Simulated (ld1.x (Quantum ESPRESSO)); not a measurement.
## chromium, ultrasoft: configuration errors across variants

```json
{"Element": "chromium", "Generator": "ld1.x (Quantum ESPRESSO) 7.5", "Type": "ultrasoft", "Functional": "PBE", "Relativity": "scalar-relativistic", "Frozen core": "[Ne]", "Valence charge": "14", "Reference configuration": "3s2 3p6 3d6 4s0 4p0", "Partial waves": "3s (bound): rcut 1.20, rcutus 1.40 bohr; 4s (bound, empty): rcut 1.20, rcutus 1.40 bohr; 3p (bound): rcut 1.35, rcutus 1.55 bohr; 4p (bound, empty): rcut 1.35, rcutus 1.55 bohr; 3d (bound): rcut 0.85, rcutus 1.20 bohr; 3d channel at 0.25 Ry: rcut 0.85, rcutus 1.20 bohr", "Local potential": "all-electron potential smoothed inside 1.05 bohr (lloc = -1)", "Core correction": "none", "Augmentation charge": "PSQ, radius 0.65 bohr"}
```

All-electron excitation energies from the reference (eV): (1) 3s2 3p6 3d5 4s1 4p0 -1.732; (2) 3s2 3p6 3d5 4s0 4p0 5.169; (3) 3s2 3p6 3d4 4s0 4p0 21.222; (4) 3s2 3p6 3d2 4s0 4p0 100.331; (5) 3s2 3p6 3d5 4s0 4p1 1.389; (6) 3s2 3p5 3d5 4s1 4p0 49.781; (7) 3s1 3p6 3d5 4s1 4p0 78.518.

The overlap operator is not positive definite (basis up to 400 Ry) in “base”, “waves 3d (bound): rcut 0.85, rcutus 1.22 bohr; 3d channel at 0.25 Ry: rcut 0.85, rcutus 1.22 bohr”, “waves 3s (bound): rcut 0.98, rcutus 1.04 bohr; 4s (bound): rcut 0.98, rcutus 1.04 bohr”, “core correction a·sin(br)/r model core inside 0.90 bohr”, “wave 3d channel at 0.25 Ry: rcut 0.85, rcutus 1.20 bohr becomes 3d channel at 1.85 Ry: rcut 0.85, rcutus 1.20 bohr”, “local potential all-electron potential smoothed inside 1.10 bohr (lloc = -1)”. Such files are unfit for use, however small their errors in these radial tests.

4 further variants failed, have other tests or too few solved ones, and are left out.

Errors AE − PS in meV (a dash: test not solved or not reliable):

```tsv
change	(1)	(2)	(3)	(4)	(5)	(6)	(7)	bound ghosts
base	+5.7	+11	+38	+322	+5.7	+41	+77	not determined (overlap not positive)
waves 3d (bound): rcut 0.85, rcutus 1.22 bohr; 3d channel at 0.25 Ry: rcut 0.85, rcutus 1.22 bohr	+5.2	+9.0	+33	+304	+4.8	+37	+72	not determined (overlap not positive)
waves 3s (bound): rcut 0.98, rcutus 1.04 bohr; 4s (bound): rcut 0.98, rcutus 1.04 bohr	+5.7	+11	+38	+323	+5.7	+41	+87	not determined (overlap not positive)
core correction a·sin(br)/r model core inside 0.90 bohr	+5.7	+11	+38	+321	+5.7	+41	+75	not determined (overlap not positive)
type TM; waves now 3s (bound): rc 1.40 bohr; 3p (bound): rc 1.55 bohr; 3d (bound): rc 1.20 bohr; local potential the d channel	+664	+13	+33	+194	+0.1	+1473	+1423	none
wave 3d channel at 0.25 Ry: rcut 0.85, rcutus 1.20 bohr becomes 3d channel at 1.85 Ry: rcut 0.85, rcutus 1.20 bohr	+5.6	+11	+38	+320	+5.6	+40	+76	not determined (overlap not positive)
local potential all-electron potential smoothed inside 1.10 bohr (lloc = -1)	+6.0	+11	+40	+365	+5.8	+44	+82	not determined (overlap not positive)
```

Question: Give the same row for: waves 3p (bound): rcut 1.06, rcutus 1.12 bohr; 4p (bound): rcut 1.06, rcutus 1.12 bohr.

Answer: +4.8, +11, +33, +152, +5.2, +33, +54; bound ghosts: none.
